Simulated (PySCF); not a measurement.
**Worked example: chemical shift, span and skew from a shielding tensor**

B(H)(OH)(NMe2) (C₂H₈BNO), SMILES CN(C)BO. Atoms are numbered in the order given.

```xyz
13

B      0.7411     0.8429     0.0000
H      1.9464     0.8335     0.0000
O      0.1371     2.0750     0.0000
H     -0.8302     2.0407     0.0000
N      0.0493    -0.3964     0.0000
C     -1.3913    -0.5388     0.0000
C      0.7641    -1.6592     0.0000
H     -1.7446    -1.0879    -0.8927
H     -1.7446    -1.0879     0.8927
H     -1.8847     0.4453     0.0000
H      0.5142    -2.2638     0.8923
H      0.5142    -2.2638    -0.8923
H      1.8452    -1.4687     0.0000
```

The structure is a stationary point at TPSSh-D3(BJ)/def2-SVP. This is a generated structure with no PubChem entry under its InChIKey; it may be hypothetical. The values are those of a single conformer.

GIAO shieldings from KT2/pcSseg-1 (PySCF), non-relativistic, no solvent. The symmetric part of the tensor of N5 has the principal values 87.7, 206.2, 221.5 ppm. The same nucleus in NH3 has σ = 266.2 ppm at this level (PySCF, at its B3LYP-D3(BJ)/def2-TZVP geometry).

### Question
Work out the isotropic shielding, the ¹⁵N shift against NH3, the span and the skew.

### Answer

σ(iso) = (σ11 + σ22 + σ33)/3 = 171.8 ppm. δ = σ(ref) − σ(iso) = 266.2 − (171.8) = 94.4 ppm.
Span Ω = σ33 − σ11 = 133.8 ppm. Skew κ = 3(σ(iso) − σ22)/Ω = -0.77. Tumbling in solution averages the tensor to δ; in a static solid the shielding alone would spread this spin-1/2 line over Ω.
